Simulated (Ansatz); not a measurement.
Single points on the cluster CdO2.

```yaml
crystal:
  periodic: [false, false, false]
  atoms:
    - {symbol: Cd, position_ang: [1.617177, 0.709507, 0.341353]}
    - {symbol: O, position_ang: [-1.286711, -0.204354, -0.552368]}
    - {symbol: O, position_ang: [-0.330466, -0.505153, 0.211015]}
basis:
  gaussian: {orbitals: def2-TZVPD, initial_orbitals: start.molden}
hamiltonian: {xc: r2scan, dispersion: d4}
scf: {omitted_lower_state_checks: [starts]}
output: {orbitals: {seedname: orbitals}}
```

The file start.molden holds the orbitals of an earlier run on this structure, at another level or in another basis.

```sh
$ ansatz run in.yaml --threads 4 --pin off --events-out ev --progress --plain --max-ram 3916MiB
```

Output, abridged:

```
Functional definition: r2SCAN
737 factors; their error is unknown
mean field evaluation 1: about -8656.0521 eV, gradient 6.3e0 eV
mean field evaluation 2: about -8656.1428 eV, gradient 1.5e-1 eV
mean field evaluation 4: about -8656.1312 eV, gradient 1.2e-3 eV
mean field evaluation 8: about -8656.1312 eV, gradient 1.7e-5 eV
mean field evaluation 16: about -8656.1312 eV, gradient 2.3e-5 eV
mean field -8656.13118377 eV, -318.1069536672 hartree, gradient 1.5e-6 eV, S^2 0.000000; 0 other end points of the search recorded, 0 dependent functions left out
reference -8656.13120026 eV, -318.1069542729 hartree; 18, 18 occupied and 102, 102 virtual orbitals, 737 factors
Total energy: -8656.14265953 eV, -318.1073753936 hartree
Checks for a lower state left out: starts
```

Hardware: 4 threads of Arm Neoverse V1 on a shared host. Wall time 1.9 s.

First input, but with `hamiltonian: {xc: pbe0, dispersion: d4}` (abridged; 1.8 s):

```
Functional definition: PBE0
mean field evaluation 16: about -8651.8589 eV, gradient 2.8e-5 eV
mean field -8651.85887122 eV, -317.9499490768 hartree, gradient 2.1e-6 eV, S^2 0.000000
Total energy: -8651.90348028 eV, -317.9515884296 hartree
Checks for a lower state left out: starts
```

The first input with `gaussian: {orbitals: def2-TZVP, initial_orbitals: start.molden}`, `output: {forces: true, orbitals: {seedname: orbitals}}` (abridged; 1.9 s):

```
Functional definition: r2SCAN
mean field -8656.08498588 eV, -318.1052559259 hartree, gradient 1.8e-5 eV, S^2 0.000000
Total energy: -8656.09645486 eV, -318.1056774032 hartree
Atom 0 force    -0.000230    -0.000113    -0.000039 eV/Å
Atom 1 force     0.000663    -0.000146     0.000481 eV/Å
Atom 2 force    -0.000433     0.000259    -0.000441 eV/Å
Dipole moment:     0.546090     0.214056     0.135171 e Å
Checks for a lower state left out: starts
```

The first input with `gaussian: {orbitals: def2-SVP, initial_orbitals: start.molden}`, `hamiltonian: {xc: pbe, dispersion: d4}` (abridged; 0.45 s):

```
Functional definition: PBE
mean field -8646.89870522 eV, -317.7676663383 hartree, gradient 9.9e-6 eV, S^2 0.000000
Total energy: -8646.95177627 eV, -317.7696166635 hartree
Checks for a lower state left out: starts
```

The first input with `gaussian: {orbitals: def2-TZVP, initial_orbitals: start.molden}`, `hamiltonian: {xc: pbe0, dispersion: d4}` and without the key `scf` (abridged; 2 s):

```
Functional definition: PBE0
mean field evaluation 16: about -8651.8150 eV, gradient 5.0e-4 eV
mean field evaluation 32: about -8651.7272 eV, gradient 5.8e-1 eV
mean field -8651.81497159 eV, -317.9483357953 hartree, gradient 9.4e-6 eV, S^2 0.000000; 2 other end points of the search recorded, 0 dependent functions left out
Total energy: -8651.85956911 eV, -317.9499747236 hartree
```

The first input with `gaussian: {orbitals: def2-TZVP, initial_orbitals: start.molden}`, `hamiltonian: {xc: {name: CAM-B3LYP}, dispersion: d4}` (abridged; 1.7 s):

```
Functional definition: CAM-B3LYP
mean field evaluation 16: about -8654.0387 eV, gradient 1.3e-5 eV
mean field -8654.03874587 eV, -318.0300579926 hartree, gradient 4.6e-6 eV, S^2 0.000000
Total energy: -8654.08456063 eV, -318.0317416541 hartree
Checks for a lower state left out: starts
```

As the first input, with `gaussian: {orbitals: def2-TZVP, initial_orbitals: start.molden}`, `hamiltonian: {xc: pbe, dispersion: d4}` (abridged; 0.7 s):

```
Functional definition: PBE
mean field -8653.04007181 eV, -317.9933573977 hartree, gradient 1.8e-5 eV, S^2 0.000000
Total energy: -8653.09314381 eV, -317.9953077578 hartree
Checks for a lower state left out: starts
```

Geometry: r2SCAN-D4/def2-TZVP.

In the def2 sets Cd takes a core potential; there is no spin–orbit coupling. The structure holds 1 bond(s) between oxygen atoms. The restricted singlet is unstable towards broken spin symmetry at other levels; at r2SCAN-D4/def2-TZVPD, PBE0-D4/def2-TZVPD, PBE-D4/def2-SVP, CAM-B3LYP-D4/def2-TZVP this wasn't settled. At r2SCAN-D4/def2-TZVPD, r2SCAN-D4/def2-TZVP, PBE-D4/def2-SVP, PBE-D4/def2-TZVP an occupied level of the charge 0 singlet lies above an empty one (by up to 0.67 eV), so this SCF solution is probably not the lowest. At r2SCAN-D4/def2-TZVP, PBE0-D4/def2-TZVP, PBE-D4/def2-TZVP the restricted singlet is unstable: a solution with broken spin symmetry lies lower. The geometry of the singlet was relaxed on an unsound state (an occupied level 0.19 eV above an empty one). At PBE0-D4/def2-TZVP a triplet of charge 0 lies 1.67 eV below the restricted singlet, each at its own geometry. The structure comes from a short search, and lower isomers may exist.
